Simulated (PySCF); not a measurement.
Atomic charges against the basis set

Compound: CH₅B₂ClS₂.
SMILES with atom numbers: `[BH2:1][S:2][B:3]([Cl:4])[S:5][CH3:6]` (hydrogens: H7, H8 on B1; H9, H10, H11 on C6)

PBE0 throughout (PySCF), one geometry, spherical d and f functions. One conformer (not necessarily the lowest) at the PBE0-D3(BJ)/def2-SVP geometry, without solvent, vibrations or thermal averaging. Atoms taken as equivalent share a column and are averaged. The first 7 of 8 kinds of atom are listed.

Mulliken charges (e):

| basis | functions | B1 | S2 | B3 | Cl4 | S5 | C6 | H7/H8 |
| --- | --- | --- | --- | --- | --- | --- | --- | --- |
| STO-3G | 47 | 0.000 | +0.083 | +0.020 | -0.195 | +0.172 | -0.313 | -0.033 |
| 6-31G | 76 | -0.061 | +0.118 | -0.307 | -0.023 | +0.296 | -0.760 | +0.023 |
| pcSseg-0 | 76 | -0.015 | -0.294 | +0.272 | -0.153 | +0.023 | -0.909 | +0.092 |
| 6-31G* | 106 | -0.068 | +0.006 | -0.068 | -0.079 | +0.145 | -0.709 | +0.037 |
| cc-pVDZ | 121 | -0.010 | -0.067 | +0.107 | -0.088 | -0.034 | -0.209 | +0.004 |
| def2-SVP | 121 | +0.011 | -0.107 | +0.110 | -0.073 | -0.069 | -0.185 | +0.005 |
| aug-cc-pVDZ | 195 | -1.240 | -0.207 | +0.502 | -0.243 | +0.102 | +0.248 | +0.656 |
| 6-311+G(2d,p) | 216 | +0.085 | -0.067 | +0.126 | -0.210 | +0.034 | -0.597 | +0.027 |
| def2-TZVP | 234 | -0.073 | -0.125 | +0.160 | -0.117 | -0.036 | -0.365 | +0.040 |
| cc-pVTZ | 262 | -0.100 | -0.040 | +0.057 | -0.080 | +0.001 | -0.294 | +0.037 |
| IGLO-III | 287 | +0.070 | -0.073 | +0.121 | -0.104 | +0.104 | -0.512 | -0.046 |
| pcSseg-2 | 307 | +0.083 | -0.127 | +0.171 | -0.152 | -0.015 | -0.140 | -0.032 |

IAO charges (e):

| basis | functions | B1 | S2 | B3 | Cl4 | S5 | C6 | H7/H8 |
| --- | --- | --- | --- | --- | --- | --- | --- | --- |
| STO-3G | 47 | -0.110 | +0.143 | -0.203 | -0.049 | +0.252 | -0.482 | +0.008 |
| 6-31G | 76 | -0.139 | +0.074 | -0.137 | -0.041 | +0.147 | -0.518 | +0.040 |
| pcSseg-0 | 76 | -0.133 | +0.060 | -0.127 | -0.038 | +0.136 | -0.511 | +0.039 |
| 6-31G* | 106 | -0.123 | +0.074 | -0.109 | -0.053 | +0.155 | -0.506 | +0.029 |
| cc-pVDZ | 121 | -0.138 | +0.079 | -0.100 | -0.054 | +0.152 | -0.501 | +0.032 |
| def2-SVP | 121 | -0.132 | +0.080 | -0.108 | -0.046 | +0.155 | -0.492 | +0.027 |
| aug-cc-pVDZ | 195 | -0.136 | +0.076 | -0.096 | -0.057 | +0.149 | -0.508 | +0.032 |
| 6-311+G(2d,p) | 216 | -0.140 | +0.084 | -0.108 | -0.054 | +0.160 | -0.517 | +0.032 |
| def2-TZVP | 234 | -0.140 | +0.084 | -0.107 | -0.053 | +0.162 | -0.519 | +0.032 |
| cc-pVTZ | 262 | -0.138 | +0.079 | -0.100 | -0.055 | +0.156 | -0.518 | +0.032 |
| IGLO-III | 287 | -0.144 | +0.088 | -0.113 | -0.050 | +0.166 | -0.521 | +0.032 |
| pcSseg-2 | 307 | -0.138 | +0.083 | -0.109 | -0.053 | +0.162 | -0.519 | +0.032 |

Some averages cover members that differ in this geometry, most widely: H7/H8, Mulliken in aug-cc-pVDZ +0.599 to +0.713 e.

Question: Which scheme is steadiest as the basis changes?

Answer: Largest range over the bases for any column: IAO 0.12 e, Mulliken 1.33 e. IAO charges move least and Mulliken charges most, counted in e. Without the minimal STO-3G basis the ranges are IAO 0.04, Mulliken 1.33 e.

Question: How much do the charges still move between the two largest bases, IGLO-III and pcSseg-2?

Answer: At most, over all atoms: Mulliken 0.372 e, IAO 0.006 e.

Question: What do the same runs give for the total energy, the frontier levels and the dipole moment?

Answer: 
```tsv
basis	energy (Eh)	HOMO (eV)	LUMO (eV)	μ (D)
STO-3G	-1332.1235	-5.07	1.27	3.03
6-31G	-1346.8013	-7.77	-1.96	2.10
pcSseg-0	-1345.2882	-8.05	-2.23	1.89
6-31G*	-1346.8930	-7.62	-1.85	1.98
cc-pVDZ	-1346.9673	-7.61	-1.91	1.93
def2-SVP	-1346.4969	-7.61	-1.90	1.82
aug-cc-pVDZ	-1346.9772	-7.68	-2.05	2.00
6-311+G(2d,p)	-1347.0119	-7.67	-2.07	2.02
def2-TZVP	-1347.0221	-7.66	-2.04	1.98
cc-pVTZ	-1347.0370	-7.66	-2.02	1.97
IGLO-III	-1347.0174	-7.62	-2.03	1.95
pcSseg-2	-1347.0463	-7.70	-2.07	1.99
```

The dipole is fixed by the density alone, so its range of 1.21 D shows that the density itself changes with the basis, not only its division among atoms.
